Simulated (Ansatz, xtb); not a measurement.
**Relative energy of two isomers of C4H7BCl2O**

We compare a, `ClB(Cl)[C@@H]1CCOC1`, a singlet, with b, `CO/C(C)=C\B(Cl)Cl`, a singlet. Both are isolated molecules in the gas phase, relaxed with B3LYP-D3(BJ)/def2-SVP; the shapes shown needn't be the lowest conformers.

a (Å):

```xyz
15

C    -0.8341    0.3330   -0.7170
C    -1.9842   -0.5460   -0.1674
C    -1.2232   -1.7870    0.3138
C     0.2564    0.0183    0.3265
B    -1.2221    1.8394   -0.8746
Cl   -1.2441    2.6253   -2.4491
Cl   -1.6835    2.7981    0.5328
O     0.0708   -1.3405    0.6915
H    -0.5189   -0.0716   -1.6926
H    -2.7514   -0.7754   -0.9214
H    -2.4748   -0.0386    0.6782
H    -1.7155   -2.2726    1.1738
H    -1.1358   -2.5385   -0.4943
H     1.2738    0.1479   -0.0766
H     0.1513    0.6728    1.2126
```

b (Å):

```xyz
15

C     2.1978    0.3048    0.7795
C    -0.1900    0.5817    0.9699
C    -0.3412   -0.8505    0.5397
C    -1.2602    1.3788    1.2586
B    -1.2801    2.8330    1.7017
Cl   -2.8592    3.5995    2.0026
Cl    0.1487    3.8463    1.9482
O     1.0522    1.0801    1.0698
H     3.0589    0.9645    0.9460
H     2.2109   -0.0382   -0.2684
H     2.2863   -0.5693    1.4460
H     0.0984   -1.0174   -0.4574
H    -1.4014   -1.1261    0.5008
H     0.1706   -1.5340    1.2370
H    -2.2313    0.8888    1.1511
```

Estimate which is lower in electronic energy at CCSD(T)/def2-SVP + ΔMP2/def2-TZVPP, and by roughly how much.

The CCSD(T)/def2-SVP + ΔMP2/def2-TZVPP calculation puts structure a lower, by 0.335 eV.

Level by level:

```
                             level               geometry  E(b) − E(a) (eV)  departure from the last row (eV)  job, with rough time for the two
                          GFN2-xTB               GFN2-xTB              +0.448                            +0.113              optimisation, 0.26 s
                         HF/STO-3G               GFN2-xTB              +1.341                            +1.006               single point, 0.5 s
                r2SCAN-D4/def2-SVP               GFN2-xTB              +0.186                            −0.149               single point, 5.2 s
             B3LYP-D3(BJ)/def2-SVP  B3LYP-D3(BJ)/def2-SVP              +0.150                            −0.185             optimisation, 1.8 min
                       HF/def2-SVP  B3LYP-D3(BJ)/def2-SVP              +0.227                            −0.108           part of the CCSD(T) run
                      MP2/def2-SVP  B3LYP-D3(BJ)/def2-SVP              +0.389                            +0.053           part of the CCSD(T) run
                  CCSD(T)/def2-SVP  B3LYP-D3(BJ)/def2-SVP              +0.358                            +0.023                      single point
CCSD(T)/def2-SVP + ΔMP2/def2-TZVPP  B3LYP-D3(BJ)/def2-SVP              +0.335                                                 single point, 2 min
```

As drawn, b has 1 C=C in place of 2 C–C. Structure a has a 5-membered ring, b no ring.

The levels shown agree on the order. The largest departure from CCSD(T)/def2-SVP + ΔMP2/def2-TZVPP is that of HF/STO-3G, 1.006 eV. The last row adds to CCSD(T) the change of the MP2 difference between the two basis sets, here −0.023 eV.

With thermal terms from frequencies at re-optimised GFN2-xTB minima (ideal gas, soft modes damped towards free rotors, one conformer each, 298.15 K, 1 atm): on the last row, ΔE + ΔZPE = +0.243, ΔH = +0.282, ΔG = +0.211 eV.

The correlated steps freeze 16 core orbitals. Mirror images aren't counted in ΔG. Programs: Ansatz 0.2.0, xtb 6.7.1; the last row on 4 threads of Arm Neoverse V1 on a shared host.
